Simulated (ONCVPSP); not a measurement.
# Which change was made? (Co, ONCV)

Co, optimised norm-conserving Vanderbilt (ONCV), made with ONCVPSP 4.0.1 (PBE, scalar-relativistic). Core [Ar], reference 3d7 4s2. Waves: 4s: rc 2.40 bohr, ncon 4, nbas 8, qcut 2.9 1/bohr, 2 projectors, debl 3.3 Ha; p scattering state at 0.23 Ha: rc 2.55 bohr, ncon 5, nbas 8, qcut 3 1/bohr, 1 projector; 3d: rc 1.35 bohr, ncon 4, nbas 7, qcut 14.1 1/bohr, 1 projector. Local part: polynomial inside 1.20 bohr (lpopt 5, dvloc0 0 Ha). Core correction: Teter function, fcfact 5.75, rcfact 1.2.

In the p channel the program set the typed energies aside and used 0.050 Ha.

Cutoffs, loose and tight: the cutoffs (Ha) at which the residual kinetic energy of the hardest occupied pseudo-wave falls to 1 and 0.1 mHa per electron. They do not see the model core or the augmentation charge, which bear on the density cutoff. Test errors are all-electron minus pseudo excitation energies from the reference, over the configurations 3d7 4s1; 3d7 4s0; 3d6 4s0; 3d8 4s0; variants that change the core or the reference have their own tests.

The base gives: outcome: generated, projector energies reset by the program; cutoff, loose: 64 Ha; cutoff, tight: 73 Ha; bound ghosts: none; GHOST(+) flags above zero: s, p; largest test error (meV): -151.

After one change the result is: outcome: generated, projector energies reset by the program; cutoff, loose: 64 Ha; cutoff, tight: 73 Ha; bound ghosts: none; GHOST(+) flags above zero: s, p; largest test error (meV): -1186. Which change was it?
A. core correction Teter function, fcfact 5.75, rcfact 1.98
B. core correction Teter function, fcfact 5.75, rcfact 1.82
C. core correction Teter function, fcfact 5.75, rcfact 1.54

B. The others give: core correction Teter function, fcfact 5.75, rcfact 1.54 → outcome: generated, projector energies reset by the program; cutoff, loose: 64 Ha; cutoff, tight: 73 Ha; bound ghosts: none; GHOST(+) flags above zero: s, p; largest test error (meV): -588 | core correction Teter function, fcfact 5.75, rcfact 1.98 → outcome: generated, projector energies reset by the program; cutoff, loose: 64 Ha; cutoff, tight: 73 Ha; bound ghosts: none; GHOST(+) flags above zero: s, p; largest test error (meV): -1513.
